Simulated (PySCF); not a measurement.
**Ionisation energy of Se²⁵⁺ by level of theory**

Se²⁵⁺ [He] 2s2 2p5 [2p1/2^2 2p3/2^3, M_J = 3/2] → Se²⁶⁺ [He] 2s2 2p4 [2p1/2^2 2p3/2^2, M_J = 2], as a difference of total energies. All numbers are calculated (PySCF 2.14, the two-component X2C-1e Hamiltonian, in an uncontracted even-tempered set (18 s from 7.8 bohr⁻², ratio 2.4; 12 p from 10 bohr⁻², ratio 2.4; 5 d from 41 bohr⁻², ratio 2.6; 4 f from 62 bohr⁻², ratio 2.6)). Correlated levels: nothing frozen; the 34 highest virtual spinors dropped. "Screened" scales the spin-orbit matrix elements by Boettger's factors to mimic the two-electron term; Breit and QED terms are absent.

```csv
method,ionisation energy (eV)
GHF (spin-free),2682.2
GMP2 (spin-free),2683.7
GHF (screened spin-orbit),2671.7
GMP2 (screened spin-orbit),2673.2
```

For this ion Breit and QED terms and the two-electron picture change, all absent here, outweigh the correlation shift from GHF to GMP2.

The spin-free rows relax to the high-spin LS determinant and lack the spin-orbit shift.

The labels give the starting determinants; with spin-orbit coupling the two ends relaxed to ⟨J²⟩ = 3.75, ⟨L²⟩ = 2.00, ⟨S²⟩ = 0.75 and ⟨J²⟩ = 6.00, ⟨L²⟩ = 2.79, ⟨S²⟩ = 1.61.

For comparison: 2674 ± 5 eV (semi-empirical (NIST evaluation); NIST Atomic Spectra Database, ionization energies).
